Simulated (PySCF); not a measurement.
C₆H₉BS.
Geometry (PBE0-D3(BJ)/def2-SVP, Å), atoms numbered from 1 in this order:
```
atom  x, y, z in Å
C1    -1.4520    1.5400   -0.1138
B2    -0.8727    0.0781   -0.0063
C3    -1.8842   -1.1268    0.0747
C4     0.6686   -0.1526    0.0007
C5     1.6823    0.8669   -0.0160
C6     2.9576    0.3784   -0.0133
S7     2.9655   -1.3442    0.0083
C8     1.2590   -1.4047    0.0137
H9    -2.4659    1.6391    0.3034
H10   -1.5405    1.7653   -1.1946
H11   -0.8094    2.3247    0.3130
H12   -2.3164   -1.1236    1.0933
H13   -1.4647   -2.1279   -0.0997
H14   -2.7409   -0.9787   -0.6034
H15    1.4624    1.9357   -0.0279
H16    3.8965    0.9309   -0.0224
H17    0.7575   -2.3722    0.0247
```

All values: CAM-B3LYP/def2-SVPD (PySCF, non-relativistic), on one gas-phase PBE0-D3(BJ)/def2-SVP geometry that isn't relaxed in the solvent. The solvent is an IEF-PCM continuum (cavity from Bondi-type radii × 1.2), and excitations are vertical TDDFT with non-equilibrium linear response and a frozen core. Only the electrostatic response of the medium enters.

Gas-phase singlets (H = HOMO, L = LUMO):

```json
{"state": "S1", "E (eV)": "5.199", "λ (nm)": "238", "f": "0.019", "leading configurations": "H→L 88%"}
{"state": "S2", "E (eV)": "5.481", "λ (nm)": "226", "f": "0.219", "leading configurations": "H-1→L 82%, H→L+2 8%"}
{"state": "S3", "E (eV)": "6.105", "λ (nm)": "203", "f": "0.002", "leading configurations": "H-2→L 74%, H-3→L 18%"}
{"state": "S4", "E (eV)": "6.163", "λ (nm)": "201", "f": "0.001", "leading configurations": "H-3→L 75%, H-2→L 16%"}
{"state": "S5", "E (eV)": "6.404", "λ (nm)": "194", "f": "0.071", "leading configurations": "H→L+3 45%, H→L+2 12%"}
```

Q: Give the list for cyclohexane (ε = 2.017), n² = 2.04.

A: 
```csv
state,E (eV),λ (nm),f,leading configurations,change by rank (eV)
S1,5.170,240,0.034,H→L 91%,-0.029
S2,5.418,229,0.307,H-1→L 87%,-0.063
S3,6.090,204,0.003,"H-2→L 73%, H-3→L 18%",-0.015
S4,6.146,202,0.001,"H-3→L 75%, H-2→L 16%",-0.017
S5,6.315,196,0.464,"H→L+2 77%, H-1→L+2 11%",-0.089
```

Q: Give the list for chloroform (ε = 4.711), n² = 2.09.

A: 
```csv
state,E (eV),λ (nm),f,leading configurations,change by rank (eV)
S1,5.176,240,0.035,H→L 91%,-0.023
S2,5.430,228,0.307,H-1→L 88%,-0.051
S3,6.079,204,0.003,"H-2→L 74%, H-3→L 16%",-0.026
S4,6.134,202,0.001,"H-3→L 77%, H-2→L 14%",-0.029
S5,6.322,196,0.474,"H→L+2 78%, H-1→L+2 11%",-0.082
```

Q: How do the frontier levels move from gas to chloroform?

A: 
| orbital | gas (eV) | solvent (eV) | change (eV) |
| --- | --- | --- | --- |
| LUMO+2 | 1.08 | 1.13 | +0.05 |
| LUMO+1 | 0.94 | 1.02 | +0.08 |
| LUMO | -0.19 | -0.14 | +0.05 |
| HOMO | -8.27 | -8.23 | +0.04 |
| HOMO-1 | -8.60 | -8.59 | +0.01 |
| HOMO-2 | -10.13 | -10.04 | +0.09 |
| HOMO-3 | -10.20 | -10.12 | +0.08 |

The HOMO–LUMO gap goes from 8.08 to 8.09 eV.
